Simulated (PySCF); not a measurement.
## LaF₃: from structure and modes to constants

All numbers come from PySCF, PBE0, basis La lcecp-1-TZVP with ECP46, F def2-TZVP (scalar-relativistic core potentials, no spin–orbit coupling, density fitting).

The singlet minimum has C3v symmetry. Masses (u): La 138.90635, F 18.99840.

```xyz
4
charge 0 multiplicity 1, angstrom
La    0.0000    0.1261    0.0002
F     0.0015   -0.3602    2.0693
F     1.7918   -0.3550   -1.0368
F    -1.7933   -0.3550   -1.0343
```

Harmonic wavenumbers (cm⁻¹): 75.7 (a1, ×1), 133.8 (e, ×2), 517.1 (e, ×2), 538.1 (a1, ×1).

Question: What is the harmonic zero-point energy?

Answer: Half the sum of all 6 wavenumbers, 1916/2 = 958 cm⁻¹, which is 11.5 kJ/mol (1 cm⁻¹ = 0.0119627 kJ/mol).

Question: Find the vibrational entropy and heat capacity at 298.15 K.

Answer: With u = 1.43878 ω/T, each mode gives S = R[u/(eᵘ−1) − ln(1−e⁻ᵘ)] and C = R u² eᵘ/(eᵘ−1)².
| ω (cm⁻¹) | u | S (J/(mol K)) | C (J/(mol K)) |
| --- | --- | --- | --- |
| 75.7 | 0.365 | 16.74 | 8.22 |
| 133.8 (×2) | 0.646 | 12.09 | 8.03 |
| 517.1 (×2) | 2.496 | 2.58 | 5.07 |
| 538.1 | 2.597 | 2.38 | 4.88 |
The sums over all modes are S = 48.5 and C = 39.3 J/(mol K); the softest mode gives 35 % of the entropy (each member, where degenerate).

Only a few start shapes were tried, so a lower isomer may exist.
